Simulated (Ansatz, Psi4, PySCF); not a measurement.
Species: HSO3, charge 0, multiplicity 2. SMILES: O=[S](O)=O
Geometry: optimised at B3LYP-D3(BJ)/def2-TZVP (Ansatz, a program for electronic structure).

Property: size of the dipole moment, in D. Set-up: LANL2DZ with its own core potentials from Na on; spin-orbit terms left out; dispersion terms only where a functional's name holds one; 6-311+G** with 5d, 6d on Na to Ar in Ansatz; UHF or UKS for open shells; 6-31G* and kin with 6d, 5d where marked; non-relativistic. First-principles rows: single points at B3LYP-D3(BJ) geometries (Ansatz).

```
level               program  size of the dipole moment (D)
------------------  -------  -----------------------------
SVWN5/6-31G*         Ansatz                           2.77
PBE/STO-3G           Ansatz                           1.87
PBE/3-21G            Ansatz                           2.76
PBE/LANL2DZ          Ansatz                           2.98
B3LYP/STO-3G         Ansatz                           1.93
B3LYP/LANL2DZ        Ansatz                           3.09
B3LYP/6-31G*         Ansatz                           2.80
B3LYP/def2-SVP       Ansatz                           2.75
B3LYP/cc-pVDZ        Ansatz                           2.67
B3LYP/6-311+G**      Ansatz                           2.84
M06-2X/6-31G* (5d)    PySCF                           2.89
wB97X-D/6-311+G**      Psi4                           2.90
B3PW91/6-31G* (5d)    PySCF                           2.83
```

No value to compare with is used here. The 13 habitual levels span 1.87 (PBE/STO-3G) to 3.09 D (B3LYP/LANL2DZ).

The levels are drawn from those run, B3LYP/6-31G* more often than the rest, none by its result; runs whose electronic state is in doubt are left out.
